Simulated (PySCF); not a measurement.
**Calculated NMR parameters of C=C(C)C1=CC=C(Cl)[SiH2]1**

```yaml
Formula: C7H9ClSi
SMILES: C=C(C)C1=CC=C(Cl)[SiH2]1
Degrees_of_unsaturation: 4
Carbon_signals: 7
Proton_signals: 6
```

Atoms are numbered as in `[CH2:1]=[C:2]([CH3:3])[C:4]1=[CH:5][CH:6]=[C:7]([Cl:8])[SiH2:9]1`. Each H is labelled by its parent atom. Ha(C1) is cis to C3; Hb(C1) is trans to C3.

Theory: structure optimised with GFN2-xTB, GIAO PBE0/pcSseg-1 shieldings, in PySCF 2.14 (one averaged value for each set of equivalent atoms, gas phase, one conformer, non-relativistic).

Referencing at the same level of theory: TMS for 1H and 13C and 29Si.

```tsv
carbon	δC, type	δH (multiplicity)	HMBC from (2–3 bonds)	span of the C tensor (ppm)
C1	124.0, CH2	Ha(C1) 5.30 (m); Hb(C1) 5.21 (m)	H(C3)	166
C2	151.3, C	–	H(C5), Ha(C1), Hb(C1), H(Si9), H(C3)	240
C3	21.9, CH3	1.98 (s)	Ha(C1), Hb(C1)	31
C4	150.0, C	–	H(C6), H(C5), Ha(C1), Hb(C1), H(Si9), H(C3)	180
C5	146.5, CH	6.69 (d)	H(C6), H(Si9)	199
C6	151.6, CH	6.88 (d)	H(C5), H(Si9)	203
C7	150.5, C	–	H(C6), H(C5), H(Si9)	181
```

Other nuclei:
```
 atoms  nucleus                                                environment  δ (ppm)  σ (ppm)
H(Si9)       1H  hydrogen on a silicon bonded to 2 C, in a 5-membered ring     4.71    27.01
   Si9     29Si           silicon bonded to 2 C, 2 H, in a 5-membered ring    -49.9    399.1
```

- Carbon types of the structure: 3 × C, 2 × CH, 1 × CH2, 1 × CH3, leaving 2 H on heteroatoms.
- δC 151.6, 146.5: alkene CH; the olefinic region.
- δC 151.3, 150.5, 150.0: fully substituted alkene carbon; the olefinic region.
- δC 124.0: terminal =CH2 carbon; an sp2 carbon of a C=C bond.
- δC 21.9: allylic methyl carbon; saturated and bonded to C and H only.
- δH 1.98: hydrogen on an allylic methyl carbon; allylic position.

Carbons that carry Cl, above all several Cl atoms, come out too deshielded, partly because spin–orbit coupling is missing. Shifts are as computed. Against solution values, carbons near 30 ppm lie about +3 ppm off and those near 130 ppm about +5 ppm; carbons on Cl a further +6 ppm. Of 1211 compounds with measured shifts, 218 miss one by over three times the rms of a fit or turn the order of signals round; such compounds aren't used in these exercises. Multiplicities follow the n + 1 count of equivalent neighbours, as no J values were calculated; m marks all less simple cases, F and P coupling included.
